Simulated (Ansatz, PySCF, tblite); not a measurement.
Dissociation curve of Ga2, triplet.

UKS-BP86/6-31G* = unrestricted BP86/6-31G*, spherical d (PySCF); GFN2-xTB, 300 K electronic temperature (tblite); UHF/3-21G = unrestricted Hartree-Fock/3-21G (PySCF 2.14.0); FCI = full CI/cc-pVTZ, cores with 3d frozen (Ansatz, a first-principles code).

Energies relative to the lowest point of each curve between 2.55 and 3.33 Å, where full CI is lowest, in eV; the last columns give the difference from FCI:

```json
[
 {"R / Å": "2.55", "UKS-BP86/6-31G*": "0.077", "GFN2-xTB": "0.058", "UHF/3-21G": "0.092", "FCI": "0.080", "UKS-BP86/6-31G* − FCI": "-0.003", "GFN2-xTB − FCI": "-0.022", "UHF/3-21G − FCI": "0.012"},
 {"R / Å": "2.65", "UKS-BP86/6-31G*": "0.018", "GFN2-xTB": "0.008", "UHF/3-21G": "0.025", "FCI": "0.015", "UKS-BP86/6-31G* − FCI": "0.003", "GFN2-xTB − FCI": "-0.008", "UHF/3-21G − FCI": "0.010"},
 {"R / Å": "2.76", "UKS-BP86/6-31G*": "0.000", "GFN2-xTB": "0.000", "UHF/3-21G": "0.000", "FCI": "0.000", "UKS-BP86/6-31G* − FCI": "0.000", "GFN2-xTB − FCI": "0.000", "UHF/3-21G − FCI": "0.000"},
 {"R / Å": "2.93", "UKS-BP86/6-31G*": "0.038", "GFN2-xTB": "0.058", "UHF/3-21G": "0.027", "FCI": "0.052", "UKS-BP86/6-31G* − FCI": "-0.014", "GFN2-xTB − FCI": "0.006", "UHF/3-21G − FCI": "-0.025"},
 {"R / Å": "3.07", "UKS-BP86/6-31G*": "0.107", "GFN2-xTB": "0.145", "UHF/3-21G": "0.087", "FCI": "0.136", "UKS-BP86/6-31G* − FCI": "-0.029", "GFN2-xTB − FCI": "0.009", "UHF/3-21G − FCI": "-0.049"},
 {"R / Å": "3.33", "UKS-BP86/6-31G*": "0.276", "GFN2-xTB": "0.368", "UHF/3-21G": "0.246", "FCI": "0.333", "UKS-BP86/6-31G* − FCI": "-0.057", "GFN2-xTB − FCI": "0.035", "UHF/3-21G − FCI": "-0.088"},
 {"R / Å": "3.55", "UKS-BP86/6-31G*": "0.434", "GFN2-xTB": "0.581", "UHF/3-21G": "0.359", "FCI": "0.507", "UKS-BP86/6-31G* − FCI": "-0.073", "GFN2-xTB − FCI": "0.074", "UHF/3-21G − FCI": "-0.147"},
 {"R / Å": "3.93", "UKS-BP86/6-31G*": "0.693", "GFN2-xTB": "0.937", "UHF/3-21G": "0.495", "FCI": "0.769", "UKS-BP86/6-31G* − FCI": "-0.076", "GFN2-xTB − FCI": "0.168", "UHF/3-21G − FCI": "-0.274"},
 {"R / Å": "4.32", "UKS-BP86/6-31G*": "0.920", "GFN2-xTB": "1.243", "UHF/3-21G": "0.584", "FCI": "0.967", "UKS-BP86/6-31G* − FCI": "-0.046", "GFN2-xTB − FCI": "0.276", "UHF/3-21G − FCI": "-0.383"},
 {"R / Å": "4.79", "UKS-BP86/6-31G*": "1.135", "GFN2-xTB": "1.505", "UHF/3-21G": "0.650", "FCI": "1.112", "UKS-BP86/6-31G* − FCI": "0.023", "GFN2-xTB − FCI": "0.393", "UHF/3-21G − FCI": "-0.462"},
 {"R / Å": "5.42", "UKS-BP86/6-31G*": "1.336", "GFN2-xTB": "1.702", "UHF/3-21G": "0.701", "FCI": "1.209", "UKS-BP86/6-31G* − FCI": "0.127", "GFN2-xTB − FCI": "0.493", "UHF/3-21G − FCI": "-0.508"},
 {"R / Å": "6.11", "UKS-BP86/6-31G*": "1.470", "GFN2-xTB": "1.780", "UHF/3-21G": "0.728", "FCI": "1.253", "UKS-BP86/6-31G* − FCI": "0.217", "GFN2-xTB − FCI": "0.527", "UHF/3-21G − FCI": "-0.525"},
 {"R / Å": "7.10", "UKS-BP86/6-31G*": "1.520", "GFN2-xTB": "1.798", "UHF/3-21G": "0.743", "FCI": "1.275", "UKS-BP86/6-31G* − FCI": "0.245", "GFN2-xTB − FCI": "0.524", "UHF/3-21G − FCI": "-0.532"},
 {"R / Å": "8.28", "UKS-BP86/6-31G*": "1.527", "GFN2-xTB": "1.802", "UHF/3-21G": "0.748", "FCI": "1.283", "UKS-BP86/6-31G* − FCI": "0.244", "GFN2-xTB − FCI": "0.519", "UHF/3-21G − FCI": "-0.535"}
]
```

UKS-BP86/6-31G* is furthest from FCI at 7.10 (0.245 eV, above); its mean absolute difference over the points is 0.083 eV.

GFN2-xTB is furthest from FCI at 6.11 (0.527 eV, above); its mean absolute difference over the points is 0.218 eV.

UHF/3-21G is furthest from FCI at 8.28 (-0.535 eV, below); its mean absolute difference over the points is 0.254 eV.

The scan ran from 1.76 to 8.28 Å; beyond the distances shown full CI changes its symmetry label.
